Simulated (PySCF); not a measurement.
Numbering as in the mapped SMILES `[BH2:1][CH2:2][CH2:3][SiH3:4]`. Each H is labelled by its parent atom.

Geometry: PBE0-D3(BJ)/def2-SVP; GIAO shifts from PySCF 2.14, gas phase, non-relativistic, averaged over equivalent atoms.

At B97-2/pcSseg-2 (277 basis functions, 32 s wall time on 1 thread of an Arm Neoverse V1, shared host):
| atoms | δ (ppm) |
| --- | --- |
| B1 | 86.0 |
| C2 | 34.5 |
| C3 | 9.5 |
| Si4 | -58.4 |
| H(B1) | 7.33 |
| H(Si4) | 3.74 |
| H(C2) | 1.88 |
| H(C3) | 1.17 |

δ = σ(ref) − σ, references computed at the same level: BF3·OEt2 for 11B (σref 100.12); 13C (σref 183.46), 29Si (σref 347.59), 1H (σref 31.36) vs TMS.

What do these become at PBE/pcSseg-2?

Results:


```csv
atoms,δ at PBE/pcSseg-2,change
B1,93.1,+7.1
C2,40.5,+6.0
C3,11.1,+1.6
Si4,-62.8,-4.4
H(B1),7.79,+0.46
H(Si4),3.89,+0.15
H(C2),2.15,+0.27
H(C3),1.31,+0.14
```

Scale: 11B (σ = 92.70 ppm) against BF3·OEt2; TMS for 13C (σ = 179.39 ppm), 29Si (σ = 323.43 ppm), 1H (σ = 31.18 ppm) (reference shieldings calculated alike).

The largest change is at B1 (boron bonded to C, 2 H). Cost: 277 basis functions, 45 s wall time on 1 thread of an Arm Neoverse V1, shared host.

A carbon bonded to boron is broadened by the quadrupolar boron nucleus and is often missing from a measured spectrum.
